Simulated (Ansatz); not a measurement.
A short molecular-dynamics run on FH₃SeSi₂, SMILES `F[SiH]1[SiH2][Se]1`.

```yaml
crystal:
  periodic: [false, false, false]
  atoms:
    - {symbol: F, position_ang: [-1.776078, -1.530721, 0.314858]}
    - {symbol: Si, position_ang: [-1.087364, -0.143065, -0.069045]}
    - {symbol: Si, position_ang: [1.104261, 0.206974, 0.294383]}
    - {symbol: Se, position_ang: [0.304660, -0.154008, -1.849000]}
    - {symbol: H, position_ang: [-2.154075, 0.877573, -0.069664]}
    - {symbol: H, position_ang: [1.693232, 1.548081, 0.521726]}
    - {symbol: H, position_ang: [1.976663, -0.872933, 0.811043]}
basis:
  gaussian: {orbitals: "6-31G*"}
hamiltonian: {xc: {name: revPBE}, dispersion: d4}
md: {timestep: 0.5 fs, n_steps: 30, ensemble: nvt_langevin, temperature: 300, initial_velocities: maxwell_boltzmann, friction: 0.01, seed: 473}
```

```sh
$ ansatz run in.yaml --threads 2 --pin off --events-out ev --progress --plain --max-ram 4352MiB
```

```
step  time (fs)  potential energy (eV)  kinetic (eV)  T (K)  conserved (eV)
   0        0.0            -83854.7539        0.2327    257               –
   1        0.5            -83854.7542        0.2217    245               –
   2        1.0            -83854.7542        0.2309    255               –
   3        1.5            -83854.7539        0.2189    242               –
   4        2.0            -83854.7528        0.2196    243               –
   5        2.5            -83854.7507        0.2054    227               –
   6        3.0            -83854.7477        0.1939    214               –
   7        3.5            -83854.7444        0.1873    207               –
   8        4.0            -83854.7405        0.1990    220               –
   9        4.5            -83854.7359        0.1959    217               –
  10        5.0            -83854.7307        0.1957    216               –
  11        5.5            -83854.7252        0.1831    202               –
  12        6.0            -83854.7197        0.1720    190               –
  13        6.5            -83854.7140        0.1737    192               –
  14        7.0            -83854.7073        0.1782    197               –
  15        7.5            -83854.6995        0.1705    188               –
  16        8.0            -83854.6905        0.1624    179               –
  17        8.5            -83854.6809        0.1549    171               –
  18        9.0            -83854.6716        0.1567    173               –
  19        9.5            -83854.6628        0.1553    172               –
  20       10.0            -83854.6548        0.1570    173               –
  21       10.5            -83854.6478        0.1485    164               –
  22       11.0            -83854.6415        0.1364    151               –
  23       11.5            -83854.6355        0.1460    161               –
  24       12.0            -83854.6297        0.1336    148               –
  25       12.5            -83854.6239        0.1229    136               –
  26       13.0            -83854.6179        0.1230    136               –
  27       13.5            -83854.6110        0.1229    136               –
  28       14.0            -83854.6042        0.1133    125               –
  29       14.5            -83854.5983        0.0934    103               –
  30       15.0            -83854.5934        0.0908    100               –
```

Velocities are drawn at the set temperature; a run this short doesn't reach equilibrium.

Frames (Å, forces in eV/Å):

```xyz
7
time=0.0 fs
F    -1.776   -1.531    0.315   -0.569   -1.120    0.353
Si   -1.087   -0.143   -0.069    0.285    0.760   -0.095
Si    1.104    0.207    0.294    0.093    0.050    0.216
Se    0.305   -0.154   -1.849    0.117   -0.023   -0.652
H    -2.154    0.878   -0.070   -0.223    0.273    0.004
H     1.693    1.548    0.522    0.120    0.263    0.056
H     1.977   -0.873    0.811    0.177   -0.203    0.118
7
time=0.5 fs
F    -1.779   -1.530    0.314   -0.566   -1.126    0.352
Si   -1.089   -0.143   -0.070    0.347    0.760   -0.088
Si    1.105    0.208    0.293    0.131    0.065    0.242
Se    0.305   -0.155   -1.848    0.081   -0.019   -0.672
H    -2.153    0.878   -0.059   -0.237    0.292   -0.006
H     1.709    1.547    0.516    0.084    0.212    0.050
H     1.980   -0.878    0.797    0.160   -0.182    0.122
7
time=1.0 fs
F    -1.781   -1.529    0.314   -0.557   -1.119    0.348
Si   -1.090   -0.142   -0.070    0.393    0.750   -0.075
Si    1.107    0.209    0.291    0.181    0.095    0.273
Se    0.306   -0.155   -1.847    0.047   -0.015   -0.696
H    -2.153    0.879   -0.048   -0.244    0.306   -0.017
H     1.725    1.547    0.509    0.039    0.143    0.042
H     1.984   -0.883    0.784    0.141   -0.159    0.124
7
time=1.5 fs
F    -1.784   -1.528    0.314   -0.540   -1.099    0.340
Si   -1.092   -0.142   -0.071    0.419    0.732   -0.056
Si    1.108    0.210    0.290    0.245    0.141    0.307
Se    0.306   -0.155   -1.847    0.014   -0.011   -0.722
H    -2.154    0.879   -0.036   -0.242    0.314   -0.027
H     1.741    1.548    0.504   -0.015    0.056    0.032
H     1.987   -0.888    0.771    0.119   -0.133    0.126
7
time=2.0 fs
F    -1.787   -1.528    0.314   -0.519   -1.075    0.331
Si   -1.093   -0.142   -0.072    0.416    0.726   -0.036
Si    1.109    0.210    0.288    0.313    0.181    0.341
Se    0.307   -0.156   -1.846   -0.017   -0.006   -0.747
H    -2.157    0.880   -0.025   -0.220    0.305   -0.039
H     1.758    1.548    0.498   -0.070   -0.026    0.022
H     1.990   -0.894    0.757    0.097   -0.104    0.128
7
time=2.5 fs
F    -1.789   -1.528    0.313   -0.499   -1.053    0.321
Si   -1.094   -0.141   -0.072    0.394    0.740   -0.014
Si    1.110    0.211    0.287    0.384    0.214    0.377
Se    0.308   -0.156   -1.845   -0.047   -0.002   -0.774
H    -2.160    0.881   -0.015   -0.180    0.279   -0.051
H     1.775    1.548    0.493   -0.125   -0.105    0.013
H     1.992   -0.900    0.745    0.072   -0.073    0.127
7
time=3.0 fs
F    -1.792   -1.527    0.313   -0.478   -1.030    0.311
Si   -1.095   -0.141   -0.073    0.360    0.764    0.011
Si    1.111    0.212    0.285    0.453    0.240    0.412
Se    0.308   -0.156   -1.844   -0.075    0.002   -0.800
H    -2.163    0.882   -0.004   -0.131    0.243   -0.065
H     1.793    1.548    0.489   -0.178   -0.172    0.003
H     1.994   -0.905    0.734    0.049   -0.046    0.127
7
time=3.5 fs
F    -1.795   -1.527    0.313   -0.453   -0.998    0.299
Si   -1.096   -0.141   -0.074    0.314    0.782    0.041
Si    1.112    0.213    0.284    0.506    0.235    0.442
Se    0.308   -0.157   -1.844   -0.101    0.006   -0.829
H    -2.167    0.884    0.006   -0.077    0.202   -0.079
H     1.808    1.545    0.485   -0.216   -0.204   -0.002
H     1.996   -0.910    0.723    0.027   -0.023    0.129
7
time=4.0 fs
F    -1.797   -1.527    0.313   -0.428   -0.963    0.285
Si   -1.096   -0.140   -0.075    0.264    0.796    0.073
Si    1.114    0.213    0.282    0.555    0.205    0.471
Se    0.309   -0.157   -1.843   -0.125    0.011   -0.859
H    -2.170    0.886    0.017   -0.022    0.160   -0.094
H     1.824    1.540    0.481   -0.244   -0.213   -0.005
H     2.000   -0.914    0.711    0.000    0.003    0.128
7
time=4.5 fs
F    -1.800   -1.527    0.312   -0.399   -0.920    0.271
Si   -1.097   -0.140   -0.075    0.213    0.806    0.107
Si    1.115    0.214    0.281    0.612    0.170    0.498
Se    0.309   -0.157   -1.842   -0.149    0.015   -0.886
H    -2.173    0.889    0.028    0.032    0.116   -0.108
H     1.840    1.536    0.476   -0.274   -0.222   -0.007
H     2.004   -0.918    0.700   -0.034    0.034    0.126
7
time=5.0 fs
F    -1.803   -1.527    0.312   -0.365   -0.861    0.253
Si   -1.097   -0.140   -0.075    0.162    0.797    0.142
Si    1.117    0.215    0.279    0.673    0.134    0.524
Se    0.309   -0.157   -1.841   -0.174    0.021   -0.909
H    -2.175    0.892    0.039    0.080    0.075   -0.123
H     1.856    1.531    0.472   -0.306   -0.235   -0.010
H     2.010   -0.922    0.688   -0.071    0.070    0.124
7
time=5.5 fs
F    -1.805   -1.528    0.312   -0.326   -0.791    0.231
Si   -1.098   -0.139   -0.076    0.103    0.784    0.182
Si    1.118    0.216    0.278    0.730    0.085    0.548
Se    0.309   -0.157   -1.841   -0.198    0.026   -0.929
H    -2.178    0.896    0.050    0.134    0.025   -0.140
H     1.870    1.527    0.467   -0.332   -0.241   -0.011
H     2.015   -0.927    0.678   -0.111    0.111    0.120
7
time=6.0 fs
F    -1.808   -1.529    0.313   -0.286   -0.716    0.208
Si   -1.098   -0.138   -0.076    0.035    0.775    0.225
Si    1.120    0.217    0.277    0.773    0.005    0.566
Se    0.309   -0.157   -1.840   -0.222    0.031   -0.946
H    -2.180    0.901    0.062    0.195   -0.033   -0.159
H     1.883    1.522    0.462   -0.341   -0.221   -0.007
H     2.020   -0.932    0.668   -0.155    0.159    0.114
7
time=6.5 fs
F    -1.810   -1.530    0.313   -0.242   -0.635    0.183
Si   -1.099   -0.137   -0.077   -0.033    0.755    0.270
Si    1.122    0.218    0.277    0.800   -0.100    0.575
Se    0.310   -0.157   -1.840   -0.245    0.037   -0.960
H    -2.182    0.905    0.074    0.252   -0.088   -0.179
H     1.893    1.516    0.456   -0.333   -0.176    0.002
H     2.026   -0.936    0.657   -0.199    0.208    0.110
7
time=7.0 fs
F    -1.813   -1.531    0.313   -0.197   -0.549    0.157
Si   -1.099   -0.136   -0.077   -0.101    0.728    0.316
Si    1.123    0.219    0.276    0.815   -0.217    0.579
Se    0.310   -0.158   -1.839   -0.268    0.043   -0.974
H    -2.183    0.910    0.086    0.306   -0.141   -0.199
H     1.902    1.509    0.450   -0.315   -0.118    0.012
H     2.031   -0.941    0.646   -0.239    0.254    0.109
7
time=7.5 fs
F    -1.815   -1.532    0.313   -0.152   -0.465    0.132
Si   -1.099   -0.136   -0.078   -0.163    0.695    0.360
Si    1.125    0.220    0.275    0.821   -0.341    0.579
Se    0.310   -0.158   -1.839   -0.291    0.050   -0.988
H    -2.185    0.915    0.098    0.353   -0.188   -0.218
H     1.911    1.501    0.444   -0.290   -0.051    0.023
H     2.036   -0.946    0.634   -0.278    0.298    0.111
7
time=8.0 fs
F    -1.818   -1.533    0.313   -0.109   -0.384    0.109
Si   -1.100   -0.135   -0.078   -0.224    0.662    0.403
Si    1.127    0.221    0.275    0.820   -0.465    0.576
Se    0.310   -0.158   -1.838   -0.313    0.058   -1.001
H    -2.186    0.919    0.109    0.400   -0.232   -0.237
H     1.918    1.494    0.438   -0.260    0.025    0.035
H     2.043   -0.949    0.622   -0.314    0.335    0.116
7
time=8.5 fs
F    -1.820   -1.534    0.313   -0.066   -0.300    0.084
Si   -1.100   -0.134   -0.078   -0.284    0.625    0.448
Si    1.129    0.222    0.274    0.811   -0.571    0.570
Se    0.310   -0.158   -1.838   -0.335    0.065   -1.015
H    -2.187    0.923    0.121    0.444   -0.276   -0.257
H     1.924    1.487    0.432   -0.229    0.096    0.046
H     2.049   -0.952    0.610   -0.341    0.362    0.124
7
time=9.0 fs
F    -1.822   -1.535    0.313   -0.019   -0.211    0.059
Si   -1.099   -0.133   -0.079   -0.341    0.573    0.495
Si    1.131    0.223    0.273    0.791   -0.652    0.559
Se    0.310   -0.159   -1.837   -0.354    0.073   -1.030
H    -2.188    0.927    0.131    0.480   -0.312   -0.275
H     1.930    1.482    0.427   -0.202    0.155    0.055
H     2.053   -0.954    0.597   -0.354    0.375    0.138
7
time=9.5 fs
F    -1.825   -1.537    0.314    0.034   -0.112    0.031
Si   -1.099   -0.132   -0.079   -0.402    0.505    0.540
Si    1.133    0.224    0.273    0.756   -0.715    0.539
Se    0.310   -0.159   -1.837   -0.372    0.081   -1.041
H    -2.188    0.930    0.141    0.511   -0.341   -0.291
H     1.935    1.477    0.423   -0.175    0.214    0.063
H     2.058   -0.954    0.583   -0.353    0.369    0.159
7
time=10.0 fs
F    -1.827   -1.539    0.314    0.091   -0.003    0.001
Si   -1.099   -0.130   -0.079   -0.456    0.415    0.584
Si    1.135    0.225    0.273    0.709   -0.747    0.515
Se    0.310   -0.159   -1.836   -0.391    0.088   -1.052
H    -2.188    0.932    0.150    0.532   -0.360   -0.305
H     1.941    1.472    0.417   -0.150    0.267    0.072
H     2.061   -0.953    0.570   -0.335    0.340    0.184
7
time=10.5 fs
F    -1.829   -1.541    0.314    0.145    0.100   -0.026
Si   -1.099   -0.129   -0.079   -0.490    0.315    0.618
Si    1.137    0.225    0.273    0.646   -0.752    0.486
Se    0.310   -0.159   -1.836   -0.412    0.096   -1.060
H    -2.187    0.933    0.159    0.537   -0.363   -0.315
H     1.946    1.468    0.412   -0.128    0.315    0.081
H     2.062   -0.951    0.556   -0.299    0.289    0.216
7
time=11.0 fs
F    -1.832   -1.543    0.314    0.196    0.195   -0.051
Si   -1.099   -0.127   -0.079   -0.501    0.203    0.645
Si    1.139    0.225    0.272    0.570   -0.758    0.454
Se    0.311   -0.159   -1.835   -0.433    0.104   -1.066
H    -2.185    0.933    0.167    0.525   -0.346   -0.320
H     1.949    1.464    0.408   -0.099    0.370    0.090
H     2.063   -0.949    0.543   -0.258    0.233    0.248
7
time=11.5 fs
F    -1.834   -1.544    0.314    0.246    0.285   -0.075
Si   -1.099   -0.126   -0.079   -0.488    0.073    0.665
Si    1.141    0.226    0.272    0.484   -0.774    0.421
Se    0.311   -0.159   -1.835   -0.454    0.112   -1.069
H    -2.182    0.931    0.174    0.494   -0.308   -0.320
H     1.952    1.460    0.402   -0.064    0.434    0.101
H     2.064   -0.946    0.530   -0.218    0.178    0.277
7
time=12.0 fs
F    -1.837   -1.546    0.314    0.296    0.376   -0.099
Si   -1.099   -0.124   -0.078   -0.465   -0.066    0.681
Si    1.144    0.227    0.273    0.399   -0.779    0.388
Se    0.311   -0.159   -1.834   -0.472    0.119   -1.067
H    -2.180    0.928    0.180    0.453   -0.260   -0.317
H     1.955    1.457    0.397   -0.034    0.482    0.110
H     2.065   -0.944    0.519   -0.177    0.128    0.305
7
time=12.5 fs
F    -1.839   -1.547    0.315    0.344    0.463   -0.122
Si   -1.100   -0.123   -0.078   -0.441   -0.201    0.695
Si    1.146    0.227    0.273    0.319   -0.767    0.354
Se    0.311   -0.159   -1.834   -0.487    0.127   -1.063
H    -2.177    0.926    0.184    0.414   -0.214   -0.312
H     1.958    1.456    0.393   -0.014    0.512    0.116
H     2.065   -0.942    0.508   -0.135    0.080    0.331
7
time=13.0 fs
F    -1.842   -1.549    0.315    0.387    0.543   -0.142
Si   -1.101   -0.121   -0.078   -0.407   -0.329    0.705
Si    1.148    0.228    0.274    0.236   -0.752    0.319
Se    0.310   -0.159   -1.833   -0.502    0.135   -1.056
H    -2.175    0.923    0.189    0.373   -0.167   -0.306
H     1.959    1.455    0.389    0.006    0.539    0.123
H     2.065   -0.940    0.497   -0.093    0.031    0.356
7
time=13.5 fs
F    -1.844   -1.551    0.315    0.427    0.611   -0.159
Si   -1.101   -0.120   -0.078   -0.364   -0.455    0.709
Si    1.150    0.228    0.275    0.146   -0.745    0.285
Se    0.310   -0.159   -1.832   -0.518    0.141   -1.046
H    -2.174    0.918    0.194    0.328   -0.110   -0.298
H     1.960    1.455    0.383    0.032    0.573    0.132
H     2.065   -0.939    0.488   -0.051   -0.014    0.378
7
time=14.0 fs
F    -1.846   -1.552    0.315    0.463    0.669   -0.174
Si   -1.102   -0.118   -0.077   -0.312   -0.580    0.711
Si    1.153    0.229    0.276    0.057   -0.730    0.253
Se    0.310   -0.158   -1.832   -0.533    0.146   -1.039
H    -2.172    0.913    0.199    0.275   -0.044   -0.289
H     1.960    1.455    0.377    0.056    0.598    0.140
H     2.064   -0.937    0.479   -0.007   -0.059    0.399
7
time=14.5 fs
F    -1.848   -1.553    0.315    0.494    0.717   -0.187
Si   -1.103   -0.117   -0.077   -0.245   -0.705    0.707
Si    1.155    0.229    0.276   -0.012   -0.694    0.227
Se    0.310   -0.158   -1.831   -0.546    0.151   -1.032
H    -2.169    0.908    0.203    0.209    0.032   -0.277
H     1.960    1.457    0.371    0.065    0.597    0.146
H     2.064   -0.936    0.472    0.035   -0.098    0.417
7
time=15.0 fs
F    -1.850   -1.553    0.315    0.520    0.756   -0.198
Si   -1.103   -0.116   -0.076   -0.161   -0.831    0.696
Si    1.157    0.230    0.277   -0.071   -0.635    0.202
Se    0.310   -0.157   -1.831   -0.558    0.155   -1.023
H    -2.165    0.902    0.206    0.132    0.118   -0.259
H     1.960    1.460    0.367    0.060    0.575    0.149
H     2.063   -0.935    0.464    0.078   -0.138    0.433
```

Hardware: 2 threads of an Intel Xeon on a shared host. Wall time 2 min, peak host memory 0.15 GiB.
